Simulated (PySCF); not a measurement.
CHO₂, SMILES O=[C]O, multiplicity 2. The structure is a stationary point at ωB97X-D3(BJ)/def2-TZVP. The isomer is the one that the SMILES or the coordinates give; other isomers of the formula were not compared. The values are those of a single conformer.

Question: Give the equilibrium geometry at ωB97X-D3(BJ)/def2-TZVP (PySCF confirms it by a frequency run) as Cartesian coordinates in Å, and its point group. (An estimate is asked for; the answer gives what the named calculation found.)

Answer: Several could match; the one computed here: point group Cs.
```xyz
4

O      0.1742     1.1540     0.0000
C     -0.4228     0.1348     0.0000
O      0.0187    -1.1168     0.0000
H      0.9936    -1.1068     0.0000
```
Charge 0, spin multiplicity 2.
